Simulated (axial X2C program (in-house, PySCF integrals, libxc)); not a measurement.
# What spin–orbit coupling does to GeP⁺

Computed with an in-house relativistic program for diatomic molecules. Spin-free means the one-electron spin-free X2C Hamiltonian; two-component (2c) means X2C with spin–orbit coupling and atomic mean-field two-electron Coulomb and Gaunt terms, so the difference of the two also holds small scalar two-electron terms. Basis: Ge dyall-cv3z [9s9p7d4f1g], P dyall-v3z [8s7p2d1f] (cores contracted in-house); Gaussian nuclei, density fitting, unrestricted open shells. Masses: Ge 73.921 u, P 30.974 u.

Spin-free state: M_S = 1, Λ = 0 (beyond evenly filled blocks: π+α, π-α); fragments Ge+ + P.

```
level  Re (Å)  ωe (cm⁻¹)  De (eV)  μ (D)
 PBE0   2.304      393.1    2.739   0.24
```

Dipoles are positive if P is the positive end and refer to the centre of mass.

Two-component determinant lowest at the distance of the search:

Ω = 1 (⟨Sz⟩ = 1.00, ⟨Lz⟩ = 0.00 at PBE0); fragments Ge+ + P.

```json
{"level": "PBE0", "Re (Å)": "2.305", "ωe (cm⁻¹)": "392.5", "μ (D)": "0.24"}
```

Q: From the two tables, how do the constants change at the PBE0 level (2c against spin-free)?

A: At the PBE0 level Re rises by 0.001 Å and ωe goes down by 0.6 cm⁻¹.

The state is one determinant whose occupation by symmetry is held fixed; it was picked as the lowest of a PBE0 search that is not exhaustive. Dissociation energies refer to the lowest single-determinant-based atoms at the same level and basis. De is not given where an atomic determinant may have missed its ground term or J level, or where the truncated virtual space spoils (T). Density functionals use the spin component along the axis (collinear). Other states lie close and PBE0, whose exact exchange favours high spin, may order them wrongly; the determinant shown need not be the ground state. The nearest other spin-free determinant of the search, M_S = 0, Λ = 2, lies 0.84 eV up at the distance of the search. Without a current term, density functionals place determinants with orbital angular momentum somewhat too high. With several unpaired electrons one determinant need not be a pure state. Open-shell Ω = 0 determinants with evenly filled partner blocks cannot be reached by this program, so the Ω shown need not be the lowest component. This is the Ω = 1 component of a π² triplet; the 0⁺ component is not one determinant and can lie lowest.
